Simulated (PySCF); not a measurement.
**TPSS on Be²⁺ (beryllium, charge +2)**

Configuration: 1s2, closed-shell 1S. Calculation: PySCF 2.14, in aug-cc-pVDZ (4s3p2d, 23 functions); the non-relativistic Hamiltonian (point nucleus).

* Total energy: -13.6618 hartree
* One-electron energy: -15.8807 hartree
* Hartree (Coulomb) energy: 4.5403 hartree
* Exchange-correlation energy: -2.3213 hartree
* Kinetic energy: 13.54917 hartree
* ⟨S²⟩: 0.0000
* ⟨L²⟩: 0.000
* Sum of ⟨r⟩: 0.8315 bohr
* Sum of ⟨r²⟩: 0.4687 bohr²
* Density at the nucleus (Gaussians lack the cusp): 32.8 bohr⁻³
* Langevin diamagnetic susceptibility: -0.371 ×10⁻⁶ cm³/mol
* Time after the integrals: 0.08 s of wall time on 1 thread of Neoverse-V1 (shared host)

| shell | electrons | mean orbital energy (hartree) | rms radius, mean of both spins (bohr) |
| --- | --- | --- | --- |
| 1s | 2 | -4.92128 | 0.484 |
